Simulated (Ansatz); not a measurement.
Geometry optimisation, RKS PBE0-D4/def2-SVP (Ansatz 0.2.0).

input.yaml

```yaml
crystal:
  periodic: [false, false, false]
  atoms:
    - { symbol: W, position_ang: [-0.548761, 0.052797, -0.299333] }
    - { symbol: H, position_ang: [1.668617, -0.082476, 1.597303] }
    - { symbol: F, position_ang: [2.2575, 0.013464, 0.890027] }
    - { symbol: Cl, position_ang: [-0.332764, 2.252883, 0.167428] }
    - { symbol: O, position_ang: [-2.385759, -0.034632, -0.078756] }
    - { symbol: H, position_ang: [-2.663775, -0.069274, 0.860736] }
    - { symbol: F, position_ang: [-0.267859, -1.697597, 0.256334] }
    - { symbol: F, position_ang: [0.715202, -0.021465, -1.640437] }
basis:
  gaussian: { orbitals: def2-SVP }
hamiltonian:
  xc: pbe0
  dispersion: d4
relax:
  f_tol: 0.03
  max_steps: 50
output:
  orbitals: {}
```

Run as:

```bash
$ ansatz run input.yaml --threads 2 --pin off --max-ram 3072MiB --backend cpu --events-out ev --progress --plain --runs-dir out
```

**Question.** Where does it end, and by what steps?

**Answer.** The run converged. The force dipped under the threshold on the way, but the program's further checks kept it going. After 35 steps the energy has fallen by 0.085 eV; H2 moved furthest, 0.79 Å.

| step | energy less start (eV) | largest force component (eV/Å) | accepted |
| --- | --- | --- | --- |
| 0 | 0.0000 | 0.068 | yes |
| 2 | 0.0001 | 0.822 | no |
| 4 | -0.0096 | 0.091 | yes |
| 6 | -0.0137 | 0.224 | yes |
| 8 | -0.0176 | 0.524 | yes |
| 10 | -0.0230 | 0.033 | yes |
| 12 | -0.0238 | 0.010 | yes |
| 14 | -0.0233 | 0.441 | no |
| 16 | -0.0235 | 0.569 | no |
| 18 | -0.0264 | 0.164 | yes |
| 20 | -0.0269 | 0.712 | no |
| 22 | -0.0372 | 0.205 | yes |
| 24 | -0.0588 | 0.254 | yes |
| 26 | 0.0072 | 2.483 | no |
| 28 | -0.0745 | 0.260 | yes |
| 30 | -0.0780 | 0.137 | yes |
| 32 | -0.0820 | 0.381 | yes |
| 34 | -0.0852 | 0.064 | yes |
| 35 | -0.0854 | 0.029 | yes |

```xyz
8
Properties=species:S:1:pos:R:3
W -0.570 0.243 -0.323
H 1.674 -0.789 1.244
F 2.229 -0.046 1.230
Cl -0.699 2.481 -0.242
O -2.354 -0.159 -0.041
H -2.641 -0.118 0.894
F 0.025 -1.311 0.563
F 0.780 0.113 -1.572
```

Whether the end is a true minimum wasn't checked by a vibrational analysis.

Run time: 2.8 min on 2 threads of Arm Neoverse V1 (shared host), peak memory 0.29 GiB.
